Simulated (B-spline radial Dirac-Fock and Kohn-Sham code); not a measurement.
Radiative decay of the M4 hole in Gd⁵⁺

System: Gd⁵⁺, configuration [Kr] 4d10 4f6 5s2 5p5.

Input of the calculation (task.json; shells as n, l, electrons):

```json
{"items": [{
  "Z": 64,
  "q": 5,
  "cfg": [[1, 0, 2], [2, 0, 2], [2, 1, 6], [3, 0, 2], [3, 1, 6], [3, 2, 10], [4, 0, 2], [4, 1, 6], [4, 2, 10], [4, 3, 6], [5, 0, 2], [5, 1, 5]],
  "A": 158,
  "rrms": 5.1569,
  "do": ["binding", "quiet", "decay"],
  "holes": ["K", "L1", "L2", "L3", "M1", "M2", "M3", "M4", "M5", "N1", "N2", "N3", "N4", "N5"]
}]}
```

Run with: `python xray_run.py task.json out`

The computed values come from a radial finite-basis atomic code: independent-particle radiative and Coulomb Auger rates from relativistic LDA hole-state orbitals, with Dirac-Fock energies.

```
 line  multipole  energy (eV)  rate (s⁻¹)  share (%)
M4-N2         E1        907.5    1.05e+12       10.0
M4-N3         E1            –    1.46e+11       1.39
M4-O2         E1       1206.7    1.55e+11       1.48
M4-O3         E1       1212.1    2.17e+10      0.207
M4-N6         E1       1219.7    9.09e+12       86.8
```

The listed lines hold 100.0 % of the radiative rate. A dash stands for an energy that rests on an unreliable hole state. The radiative width is 0.00689 eV in the length form and 0.00702 eV in the velocity form; the two differ because the transition energies are not eigenvalue differences of the potential that gave the orbitals.
